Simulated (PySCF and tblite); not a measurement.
Values are calculated unless marked as measured or tabulated.
System: F₅Si (charge -1), numbered as in [F:1][Si-:2]([F:3])([F:4])([F:5])[F:6].

Level: PBE0/pcSseg-1 + D3(BJ) on B3LYP-D3(BJ)/def2-SVP stationary points, with GFN2-xTB thermal terms. Rate constants are transition-state-theory values, counting equivalent paths, without tunnelling. Run with tblite and PySCF.

The ion is treated without a counter-ion.

Question: How high is the barrier to the Berry pseudorotation at Si2 with F6 as pivot, through which structure does it pass, and what rate follows at 298 K?

Answer: The electronic barrier is 3.1 kcal/mol and ΔG‡(298 K) 3.7 kcal/mol, over a C4v saddle with an imaginary mode of 57i cm⁻¹ (GFN2-xTB). With 3 equivalent paths, k is 3.5×10¹⁰ s⁻¹, a mean lifetime of the start of 28 ps against this motion.
